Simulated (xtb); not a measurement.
xtb input (GFN2-xTB):

```bash
xtb mol.xyz --gfn 2 --sp --chrg -1 --uhf 0
```
mol.xyz:
```
2

Pt    -0.00000000    -0.00000000    -0.01938769
H      0.00000000     0.00000000     1.51223965
```

Output:

```
           -------------------------------------------------
          |                Calculation Setup                |
           -------------------------------------------------

           -------------------------------------------------
          |                 G F N 2 - x T B                 |
           -------------------------------------------------

        Reference                      10.1021/acs.jctc.8b01176
      * Hamiltonian:
        H0-scaling (s, p, d)           1.850000    2.230000    2.230000
        zeta-weighting                 0.500000
      * Dispersion:
        s8                             2.700000
        a1                             0.520000
        a2                             5.000000
        s9                             5.000000
      * Repulsion:
        kExp                           1.500000    1.000000
        rExp                           1.000000
      * Coulomb:
        alpha                          2.000000
        third order                    shell-resolved
        anisotropic                    true
        a3                             3.000000
        a5                             4.000000
        cn-shift                       1.200000
        cn-exp                         4.000000
        max-rad                        5.000000

          ...................................................
          :                      SETUP                      :
          :.................................................:
          :  # basis functions                  11          :
          :  # atomic orbitals                  10          :
          :  # shells                            4          :
          :  # electrons                        12          :
          :  max. iterations                   250          :
          :  Hamiltonian                  GFN2-xTB          :
          :  restarted?                      false          :
          :  GBSA solvation                  false          :
          :  PC potential                    false          :
          :  electronic temp.          300.0000000     K    :
          :  accuracy                    1.0000000          :
          :  -> integral cutoff          0.2500000E+02      :
          :  -> integral neglect         0.1000000E-07      :
          :  -> SCF convergence          0.1000000E-05 Eh   :
          :  -> wf. convergence          0.1000000E-03 e    :
          :  Broyden damping             0.4000000          :
          :  net charge                         -1          :
          :  unpaired electrons                  0          :
          ...................................................

 iter      E             dE          RMSdq      gap      omega  full diag
   1     -5.1961751 -0.519618E+01  0.148E+01    3.44       0.0  T
   2     -5.2015832 -0.540809E-02  0.932E+00    3.75       1.0  T
   3     -5.2024191 -0.835975E-03  0.272E+00    4.53       1.0  T
   4     -5.2026755 -0.256399E-03  0.630E-01    4.67       1.0  T
   5     -5.2026914 -0.158599E-04  0.262E-01    4.68       1.0  T
   6     -5.2026935 -0.214933E-05  0.936E-03    4.68       7.6  T
   7     -5.2026936 -0.293245E-08  0.409E-03    4.67      17.3  T
   8     -5.2026936 -0.940181E-10  0.117E-03    4.67      60.4  T
   9     -5.2026936 -0.123270E-10  0.657E-04    4.67     107.7  T
  10     -5.2026936 -0.352340E-11  0.691E-07    4.67  100000.0  T

   *** convergence criteria satisfied after 10 iterations ***

         #    Occupation            Energy/Eh            Energy/eV
      -------------------------------------------------------------
         1        2.0000           -0.1527124              -4.1555
         2        2.0000           -0.0900943              -2.4516
         3        2.0000           -0.0900943              -2.4516
         4        2.0000           -0.0859208              -2.3380
         5        2.0000           -0.0859208              -2.3380
         6        2.0000           -0.0741426              -2.0175 (HOMO)
         7                          0.0976533               2.6573 (LUMO)
         8                          0.1486923               4.0461
         9                          0.1486923               4.0461
        10                          0.9430171              25.6608
      -------------------------------------------------------------
                  HL-Gap            0.1717959 Eh            4.6748 eV
             Fermi-level            0.0117554 Eh            0.3199 eV

 SCC (total)                   0 d,  0 h,  0 min,  0.003 sec
 SCC setup                      ...        0 min,  0.000 sec (  5.372%)
 Dispersion                     ...        0 min,  0.000 sec (  1.605%)
 classical contributions        ...        0 min,  0.000 sec (  1.130%)
 integral evaluation            ...        0 min,  0.000 sec ( 16.767%)
 iterations                     ...        0 min,  0.002 sec ( 58.877%)
 molecular gradient             ...        0 min,  0.000 sec (  8.646%)
 printout                       ...        0 min,  0.000 sec (  7.112%)

         :::::::::::::::::::::::::::::::::::::::::::::::::::::
         ::                     SUMMARY                     ::
         :::::::::::::::::::::::::::::::::::::::::::::::::::::
         :: total energy              -5.196056285685 Eh    ::
         :: gradient norm              0.021143853519 Eh/a0 ::
         :: HOMO-LUMO gap              4.674804739358 eV    ::
         ::.................................................::
         :: SCC energy                -5.202693551497 Eh    ::
         :: -> isotropic ES            0.200127892258 Eh    ::
         :: -> anisotropic ES          0.007185684081 Eh    ::
         :: -> anisotropic XC         -0.007958480472 Eh    ::
         :: -> dispersion             -0.000589038549 Eh    ::
         :: repulsion energy           0.006637265811 Eh    ::
         :: add. restraining           0.000000000000 Eh    ::
         :: total charge              -1.000000000000 e     ::
         :::::::::::::::::::::::::::::::::::::::::::::::::::::

           -------------------------------------------------
          |                Property Printout                |
           -------------------------------------------------

    * Orbital Energies and Occupations

         #    Occupation            Energy/Eh            Energy/eV
      -------------------------------------------------------------
         1        2.0000           -0.1527124              -4.1555
         2        2.0000           -0.0900943              -2.4516
         3        2.0000           -0.0900943              -2.4516
         4        2.0000           -0.0859208              -2.3380
         5        2.0000           -0.0859208              -2.3380
         6        2.0000           -0.0741426              -2.0175 (HOMO)
         7                          0.0976533               2.6573 (LUMO)
         8                          0.1486923               4.0461
         9                          0.1486923               4.0461
        10                          0.9430171              25.6608
      -------------------------------------------------------------
                  HL-Gap            0.1717959 Eh            4.6748 eV
             Fermi-level            0.0117554 Eh            0.3199 eV

     #   Z          covCN         q      C6AA      α(0)
     1  78 Pt       0.954    -0.810   465.198    42.211
     2   1 H        0.954    -0.190    10.050     4.955

 Mol. C6AA /au·bohr⁶  :        610.244827
 Mol. C8AA /au·bohr⁸  :      53283.115302
 Mol. α(0) /au        :         47.166483

Wiberg/Mayer (AO) data.
largest (>0.10) Wiberg bond orders for each atom

 ---------------------------------------------------------------------------
Note: The following floating-point exceptions are signalling: IEEE_DENORMAL
normal termination of xtb
     #   Z sym  total        # sym  WBO       # sym  WBO       # sym  WBO
 ---------------------------------------------------------------------------
     1  78 Pt   0.964 --     2 H    0.964
     2   1 H    0.964 --     1 Pt   0.964
 ---------------------------------------------------------------------------

Topologies differ in total number of bonds
Writing topology from bond orders to xtbtopo.mol

molecular dipole:
                 x           y           z       tot (Debye)
 q only:        0.000       0.000      -0.513
   full:       -0.000      -0.000      -1.863       4.735
molecular quadrupole (traceless):
                xx          xy          yy          xz          yz          zz
 q only:        0.775       0.000       0.775       0.000       0.000      -1.551
  q+dip:        0.320       0.000       0.320       0.000       0.000      -0.641
   full:        0.559       0.000       0.559      -0.000       0.000      -1.119

           -------------------------------------------------
          | TOTAL ENERGY               -5.196056285685 Eh   |
          | GRADIENT NORM               0.021143853519 Eh/α |
          | HOMO-LUMO GAP               4.674804739358 eV   |
           -------------------------------------------------

------------------------------------------------------------------------
------------------------------------------------------------------------
 total:
 SCF:
```

This state (charge -1, singlet) is run at the relaxed geometry of the species with charge 0 and multiplicity 2.
